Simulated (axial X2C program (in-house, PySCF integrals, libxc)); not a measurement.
# Potential curves of WC, two-component

Calculated with an in-house relativistic program for diatomic molecules. Two-component (2c) means X2C with spin–orbit coupling and atomic mean-field two-electron Coulomb and Gaunt terms. Basis: W dyall-cv3z [13s14p9d7f4g], C dyall-v3z [7s6p2d1f] (cores contracted in-house); Gaussian nuclei, density fitting, unrestricted open shells. Masses: W 183.951 u, C 12.000 u.

State: Ω = 1 (⟨Sz⟩ = -0.99, ⟨Lz⟩ = 1.99 at TPSSh). Energies in kJ/mol from the lowest point of each curve. Fits are polynomials in 1 − R0/R over 0.85 to 1.23 times the lowest point R0.

```
 R (Å)  TPSSh   PBE0
1.5461  69.29  60.29
1.5971  28.86  23.03
1.6480   7.27   4.45
1.6990   0.00   0.00
1.7585   4.93   7.97
1.8179  20.30  25.98
1.8944  50.55  58.60
```

The state is one determinant whose occupation by symmetry is held fixed; it was picked as the lowest of a PBE0 search that is not exhaustive. Density functionals use the spin component along the axis (collinear). Other states lie close and PBE0, whose exact exchange favours high spin, may order them wrongly; the determinant shown need not be the ground state. The nearest other 2c determinant of the search, Ω = 2, lies 0.34 eV up at the distance of the search. Without a current term, density functionals place determinants with orbital angular momentum somewhat too high. With several unpaired electrons one determinant need not be a pure state. The determinant is spin-polarised beyond a pure state at some levels (its spin-free form has ⟨S²⟩ too high), which makes Re and μ there less reliable.

(1) What are Re and ωe at the TPSSh level?

(2) Fit the PBE0 curve near its minimum: give the equilibrium distance and the harmonic wavenumber.

## Answers

(1) At TPSSh, 2c: Re = 1.706 Å, ωe ≈ 997 cm⁻¹; Be follows as 0.514 cm⁻¹.

(2) At PBE0, 2c: Re = 1.693 Å, ωe ≈ 1030 cm⁻¹; Be follows as 0.522 cm⁻¹.
